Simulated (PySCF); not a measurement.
Mapped SMILES: `[CH3:1][SiH2:2][CH2:3][SiH3:4]`. Hydrogens are named by the atom that carries them.

Geometry: PBE0-D3(BJ)/def2-SVP; GIAO shifts from PySCF 2.14, gas phase, non-relativistic, averaged over equivalent atoms.

At PBE0/def2-SVP (114 basis functions, 15 s wall time on 1 thread of an Arm Neoverse N1, shared host):
```tsv
atoms	δ (ppm)
C1	-6.0
C3	-12.2
Si2	-42.3
Si4	-70.9
H(Si2)	4.30
H(Si4)	3.99
H(C1)	0.10
H(C3)	-0.29
```

Chemical shifts δ = σref − σ; TMS for ¹³C (193.72 ppm), ²⁹Si (407.17 ppm), ¹H (31.34 ppm), all at this level.

Problem. Estimate the result of repeating the calculation with PBE0/aug-cc-pVDZ.

Solution. 
| atoms | δ at PBE0/aug-cc-pVDZ | change |
| --- | --- | --- |
| C1 | -6.2 | -0.2 |
| C3 | -10.7 | +1.5 |
| Si2 | -34.6 | +7.7 |
| Si4 | -65.4 | +5.5 |
| H(Si2) | 4.41 | +0.11 |
| H(Si4) | 4.10 | +0.11 |
| H(C1) | 0.23 | +0.13 |
| H(C3) | -0.02 | +0.27 |

δ = σ(ref) − σ, references computed at the same level: ¹³C (σ = 195.12 ppm) and ²⁹Si (σ = 416.72 ppm) and ¹H (σ = 31.39 ppm) against TMS.

The largest change is at Si2 (silicon bonded to 2 C, 2 H). Cost: 190 basis functions, 36 s wall time on 1 thread of an Arm Neoverse N1, shared host.
